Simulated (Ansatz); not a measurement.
Reactions of CH3BIN (`C=NBI`).

Gas-phase electronic energies from Ansatz, PBE0-D4/def2-TZVP geometries. CBS: MP2 limit from def2 TZ/QZ plus the TZ coupled-cluster correction, frozen cores. This one scheme is used for every species. DFT in def2-TZVPP. B3LYP here is the variant with VWN-RPA as its local correlation; programs differ in this. def2 core potentials past Kr. For I, Se outer-core shells are correlated without core-valence functions, which leaves a few kJ/mol of doubt a bond. Scalar relativity is left out up to krypton. Each species was taken in one conformer, which may not be the lowest.

```tsv
reaction	B3LYP-D4 (kcal/mol)	PBE0-D4 (kcal/mol)	CCSD(T)/CBS(def2) (kcal/mol)
`C=NBI` + `CC[SiH3]` → `C=NB[SiH3]` + `CCI`	22.3	22.6	23.0
`C=NBI` + `N=CC[SiH3]` → `C=NBC[SiH3]` + `N=CI`	15.3	16.3	16.8
`C=NBI` + SiH₄ → `C=NB[SiH3]` + HI	15.9	15.2	17.2
`C=NBI` + `CC[SiH2][SeH]` → `C=NB[SeH]` + `CC[SiH2]I`	-4.3	-4.6	-4.5
```

Largest T1 diagnostic: 0.017, for `C=NB[SiH3]`.
